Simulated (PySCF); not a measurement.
**Fe²⁺ (iron, charge +2) across methods**

[Ar] 3d6, high-spin 5D determinant. Computed with PySCF 2.14 in def2-QZVPPD (11s6p5d4f2g, 100 functions), with the non-relativistic Hamiltonian (point nucleus).

| method | E (hartree) | mean ε 3p β (eV) | mean ε 3d α (eV) | mean ε 3d β (eV) | Σ⟨r²⟩ (bohr²) | ⟨S²⟩ |
| --- | --- | --- | --- | --- | --- | --- |
| LDA | -1260.296 | -75.326 | -27.627 | -23.836 | 16.27 | 6.002 |
| UHF | -1261.66545 | -86.933 | -36.869 | -31.302 | 15.78 | 6.004 |
| TPSSh | -1262.822 | -76.689 | -28.246 | -24.812 | 16.13 | 6.001 |
| r2SCAN | -1262.775 | -75.963 | -27.702 | -23.825 | 16.08 | 6.002 |
| LC-wPBE | -1262.608 | -80.758 | -32.528 | -28.933 | 16.16 | 6.001 |
| BHandHLYP | -1262.803 | -81.695 | -32.384 | -28.154 | 15.99 | 6.003 |
| wB97X | -1262.821 | -80.773 | -32.104 | -28.413 | 16.02 | 6.002 |
| PBE | -1262.540 | -75.151 | -27.360 | -23.842 | 16.25 | 6.001 |

(1) Estimate the same row for PBE0.

Answers

(1) E (hartree) = -1262.587; mean ε 3p β (eV) = -78.447; mean ε 3d α (eV) = -29.902; mean ε 3d β (eV) = -25.958; Σ⟨r²⟩ (bohr²) = 16.07; ⟨S²⟩ = 6.002.
